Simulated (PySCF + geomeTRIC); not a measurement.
Level of theory: PBE0-D4/def2-TZVP (PySCF + geomeTRIC). fastk is a local helper that only speeds up exchange builds. No frequencies were computed at this level.

```python
import json, numpy as np
from pyscf import gto, dft
from fastk import lowrank_exchange
atoms = """
Cl    -1.761296    -1.122714    -0.515798
Ga    -0.000346     0.000063    -0.463895
Cl    -0.077422     2.076443    -0.679545
Cl     1.839058    -0.953796    -0.196004
"""
def scf(charge, spin, dm0=None):
    mol = gto.M(atom=atoms, basis='def2-tzvp', ecp={}, charge=charge, spin=spin, verbose=3, max_memory=5040)
    mf = dft.KS(mol, xc='pbe0').density_fit(auxbasis="def2-universal-jkfit")
    mf.disp = 'd4'
    mf.grids.level = 3
    mf.conv_tol = 1e-8
    mf.max_cycle = 60
    mf.kernel(dm0)
    if not mf.converged:
        mf = mf.newton().run(mf.mo_coeff, mf.mo_occ).undo_soscf()
    return mf
mf = scf(0, 0)
from pyscf.geomopt.geometric_solver import kernel as optimize
path = []
done, mol = optimize(mf, maxsteps=80, assert_convergence=False, callback=lambda env: path.append((env["energy"], bool(env["g_scanner"].converged))))
res = dict(converged=bool(done and path[-1][1]), energy=path[-1][0], path=[e for e, c in path], xyz=mol.atom_coords(unit="Angstrom").tolist(), nao=mol.nao)
json.dump(res, open("result.json", "w"))
```

Output:

```
converged SCF energy = -3304.96492161541
Geometry optimization cycle 1
converged SCF energy = -3304.96492161535
cycle 1: E = -3304.96492162  dE = -3304.96  norm(grad) = 0.0151905
Geometry optimization cycle 2
converged SCF energy = -3304.96544837661
cycle 2: E = -3304.96544838  dE = -0.000526761  norm(grad) = 0.00310787
Geometry optimization cycle 3
converged SCF energy = -3304.96547247346
cycle 3: E = -3304.96547247  dE = -2.40969e-05  norm(grad) = 0.000161572
Geometry optimization cycle 4
converged SCF energy = -3304.96547251891
cycle 4: E = -3304.96547252  dE = -4.54447e-08  norm(grad) = 4.86893e-05
<class 'geometric.internal.Distance'> : 3
<class 'geometric.internal.Angle'> : 2
<class 'geometric.internal.OutOfPlane'> : 1
<class 'geometric.internal.TranslationX'> : 1
<class 'geometric.internal.TranslationY'> : 1
<class 'geometric.internal.TranslationZ'> : 1
<class 'geometric.internal.RotationA'> : 1
<class 'geometric.internal.RotationB'> : 1
<class 'geometric.internal.RotationC'> : 1
Step    0 : Gradient = 7.595e-03/8.811e-03 (rms/max) Energy = -3304.9649216154
Step    1 : Displace = 1.541e-02/1.814e-02 (rms/max) Trust = 1.000e-01 (=) Grad = 1.554e-03/1.820e-03 (rms/max) E (change) = -3304.9654483766 (-5.268e-04) Quality = 1.192
Step    2 : Displace = 3.963e-03/4.588e-03 (rms/max) Trust = 1.414e-01 (+) Grad = 8.079e-05/1.041e-04 (rms/max) E (change) = -3304.9654724735 (-2.410e-05) Quality = 1.032
Step    3 : Displace = 2.275e-04/2.642e-04 (rms/max) Trust = 2.000e-01 (+) Grad = 2.434e-05/3.535e-05 (rms/max) E (change) = -3304.9654725189 (-4.544e-08) Quality = 0.343
Converged! =D
```

Cost: very roughly 50 core-seconds.
